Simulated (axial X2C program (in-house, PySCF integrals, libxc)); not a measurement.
Potential curves of SnB⁺, two-component

Computed with an axial X2C code built on PySCF integrals. Two-component (2c) means X2C with spin–orbit coupling and atomic mean-field two-electron Coulomb and Gaunt terms. Basis: Sn dyall-cv3z [11s12p9d4f1g], B dyall-v3z [7s6p2d1f] (cores contracted in-house); Gaussian nuclei, density fitting, unrestricted open shells. Masses: Sn 119.902 u, B 11.009 u.

State: Ω = 2 (⟨Sz⟩ = 0.99, ⟨Lz⟩ = 1.01 at PBE0). Energies in eV from the lowest point of each curve. Fits are polynomials in 1 − R0/R over 0.85 to 1.23 times the lowest point R0.

```tsv
R (Å)	PBE0	r2SCAN0
2.0680	0.4638	0.4442
2.1631	0.1874	0.1716
2.2344	0.0713	0.0604
2.3057	0.0136	0.0082
2.3770	0.0000	0.0000
2.4602	0.0244	0.0302
2.5434	0.0785	0.0893
2.6504	0.1750	0.1906
2.7811	0.3131	0.3323
2.9712	0.5223	0.5431
```

Occupations by symmetry block were frozen at the best pattern of an incomplete PBE0 search. Density functionals use the spin component along the axis (collinear). Other states lie close and PBE0, whose exact exchange favours high spin, may order them wrongly; the determinant shown need not be the ground state. The nearest other spin-free determinant of the search, M_S = 0, Λ = 1, lies 0.19 eV up at the distance of the search. The functionals have no current-density term, which raises determinants with orbital currents, atoms included. With several unpaired electrons one determinant need not be a pure state. A state of lower Ω lies just above, and one determinant can place such states too high, so the state shown need not be the lowest. The search has Ω = 1 only 0.01 eV up. Open-shell Ω = 0 determinants with evenly filled partner blocks cannot be reached by this program, so the Ω shown need not be the lowest component.

What are Re and ωe at the PBE0 level?

At PBE0, 2c: Re = 2.368 Å, ωe ≈ 422 cm⁻¹; Be follows as 0.298 cm⁻¹.

Fit the r2SCAN0 curve near its minimum: give the equilibrium distance and the harmonic wavenumber.

At r2SCAN0, 2c: Re = 2.356 Å, ωe ≈ 431 cm⁻¹; Be follows as 0.301 cm⁻¹.
